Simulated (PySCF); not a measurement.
**Zirconium: a sound run and one with changed settings**

Sound run: Zr [Kr] 4d2 5s2, Zr⁺ [Kr] 4d2 5s1. Computed with PySCF 2.14 in x2c-TZVPall, with scalar relativity by spin-free X2C-1e. In the sound run the correlated levels freeze [Kr]. The sound run starts from symmetry-adapted Hartree-Fock orbitals and uses a fine grid where one is needed.

Changed run: basis STO-3G, all-electron and non-relativistic. This setting is unsound on purpose.

| species | method | sound run (hartree) | changed run (hartree) | converged |
| --- | --- | --- | --- | --- |
| Zr | UHF | -3596.18329 | -3503.03532 | yes |
| Zr | PBE | -3597.83925 | -3504.12412 | yes |
| Zr | LDA | -3593.78021 | -3500.24100 | yes |
| Zr | MP2 | -3596.22192 | -3503.06195 | yes |
| Zr⁺ | UHF | -3595.99266 | -3502.95330 | yes |
| Zr⁺ | PBE | -3597.60315 | -3503.97483 | yes |
| Zr⁺ | LDA | -3593.53299 | -3500.07815 | yes |
| Zr⁺ | MP2 | -3596.00225 | -3502.95330 | yes |

Ionisation energy of Zr:

```json
{"method": "UHF", "sound run (eV)": "5.187", "changed run (eV)": "2.232"}
{"method": "PBE", "sound run (eV)": "6.424", "changed run (eV)": "4.062"}
{"method": "LDA", "sound run (eV)": "6.727", "changed run (eV)": "4.431"}
{"method": "MP2", "sound run (eV)": "5.978", "changed run (eV)": "2.957"}
{"method": "SCS-MP2", "sound run (eV)": "6.141", "changed run (eV)": "3.101"}
```

A minimal basis cannot let orbitals breathe on ionisation and holds almost no correlation. The Hamiltonian changed with the basis, so the totals do not compare.

For comparison, NIST gives 6.634 eV between the lowest levels.
